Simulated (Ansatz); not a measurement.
`FB(F)S` + CH₃NH₂ → `CNB(F)F` + H₂S at 400 K and 1 bar (ligand exchange at a B–S bond).

Computed with Ansatz on PBE0-D4/def2-TZVP structures; ΔE is electronic, products minus reactants. CBS: MP2 limit from def2 TZ/QZ plus the TZ coupled-cluster correction, frozen cores. This one scheme is used for every species. One conformer a species, not always the lowest.

| species | CCSD(T)/CBS energy (Eh) | H − E (kJ/mol) | S (J/(mol·K)) |
| --- | --- | --- | --- |
| `FB(F)S` | -622.90532 | 72.1 | 308.3 |
| CH₃NH₂ | -95.75281 | 185.4 | 256.0 |
| `CNB(F)F` | -319.70892 | 198.5 | 339.2 |
| H₂S | -398.97279 | 53.4 | 215.9 |

H − E and S are ideal-gas, rigid-rotor, harmonic terms from PBE0-D4/def2-TZVP, for one conformer and one mirror image of each species. 1 Eh = 2625.50 kJ/mol, R = 8.31446 J/(mol·K).

Task: By hand: ΔE, ΔH, ΔS and ΔG.

Result: ΔE = (-319.70892) + (-398.97279) − (-622.90532) − (-95.75281) = -0.02358 Eh = -61.9 kJ/mol. Δ(H − E) = 198.5 + 53.4 − 72.1 − 185.4 = -5.6, so ΔH = -67.5 kJ/mol. ΔS = 339.2 + 215.9 − 308.3 − 256.0 = -9.2 J/(mol·K). ΔG = -67.5 − 400 × (-9.2)/1000 = -63.8 kJ/mol.

Task: By hand: the equilibrium constant, and the temperature at which ΔG would vanish if ΔH and ΔS stayed fixed.

Result: log₁₀ K = −ΔG/(RT ln 10) = 8.3. ΔG = 0 at ΔH/ΔS = 7337 K, far beyond where these terms or the molecules hold.

The number of gas molecules stays the same, so ΔS is small and ΔH decides. A doubt of 5 kJ/mol in ΔE shifts log₁₀ K by 0.7 here. Other conformers and mirror images would add mixing entropy, several J/(mol·K) or more a flexible species. These are equilibria of isolated gas molecules and say nothing of rates. Largest T1 diagnostic: 0.013 (customary marks: 0.02 for closed shells, 0.045 for open ones).
